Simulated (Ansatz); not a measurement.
System: AlCl, charge 0, singlet. AlCl (SMILES [Al][Cl]).
B3LYP-D3(BJ)/def2-TZVP minimum from Ansatz (a first-principles code):
```xyz
2

Al     0.0000     0.0000    -1.2241
Cl     0.0000     0.0000     0.9361
```

Total energies in cc-pV(Q+d)Z, 10 correlated electrons, 10 frozen orbitals. Open shells are spin-unrestricted; no spin-orbit coupling. Correlated methods leave the cores frozen. No relativity.

```csv
method,program,energy (Eh),minus CCSDT(Q) (mEh)
HF,Ansatz,-701.51699,304.13
MP2,Ansatz,-701.78220,38.92
CCSD,Ansatz,-701.80647,14.65
CCSD(T),Ansatz,-701.81978,1.34
CCSDT(Q),Ansatz,-701.82112,0.00
```

Rough core times of Ansatz's runs on a shared machine: CCSD(T) under 20 s, CCSDT(Q) 7 min.
